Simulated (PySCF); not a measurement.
## A search over the determinants of TlS

Unrestricted PBE0; basis Tl aug-cc-pVDZ-PP with ECP60, S aug-cc-pV(D+d)Z; scalar-relativistic core potentials; PySCF 2.14. Outer shells of the fragments: Tl 5d10 6s2 6p1; S 3s2 3p4.

Followed along the bond (rough minima from three points):

```csv
2Ms+1,unpaired,⟨S²⟩ at the start,R at minimum (Å),Te (eV)
2,π ↑,0.75,2.63,0.00
2,σ ↑,0.76,2.42,0.23
4,"σ ↑, π ↑↑",3.76,none in the scan,≤ 2.97
```

Solutions found at the starting distance of 2.415 Å, counted from the lowest of them; the search is not exhaustive and high or unbound solutions are not listed, so other states can lie among these:

| 2Ms+1 | unpaired | term | E (eV) | ⟨S²⟩ | ⟨Lz²⟩ | μ (D) |
| --- | --- | --- | --- | --- | --- | --- |
| 2 | π ↑ | ²Π | 0.00 | 0.75 | 1.01 | -2.56 |
| 2 | σ ↑ | ²Σ⁺ | 0.03 | 0.76 | 0.00 | -4.62 |
| 4 | σ ↑, π ↑↑ | mixed | 3.06 | 3.76 | 2.01 | -0.02 |
| 4 | σ ↑, π ↑↑ | mixed | 3.24 | 3.76 | 2.01 | 0.05 |
| 2 | σ ↑, π ↑↓ | mixed | 3.49 | 1.76 | 2.01 | 0.29 |
| 2 | σ ↓, π ↑↑ | mixed | 3.55 | 1.77 | 2.01 | 0.10 |

A term symbol is given only where ⟨S²⟩ and ⟨Lz²⟩ are close to those of a pure state; real π, δ and φ orbitals otherwise mix terms. A positive dipole means Tl(−)S(+).

**Question.** Compare the gap between the two lowest followed solutions at the starting distance with the gap between their minima.

**Answer.** At PBE0 the second solution (doublet, unpaired electrons σ ↑) lies +0.03 eV from the first (doublet, unpaired electrons π ↑) at 2.415 Å and +0.23 eV at the minima; the two curves relax by different amounts, since their minima lie near 2.42 and 2.63 Å.

Spin–orbit coupling is left out, which matters for elements this heavy, above all for dissociation energies. Counting both spins, an empty level lies below a filled one in some of these solutions, because spin and occupation are held.
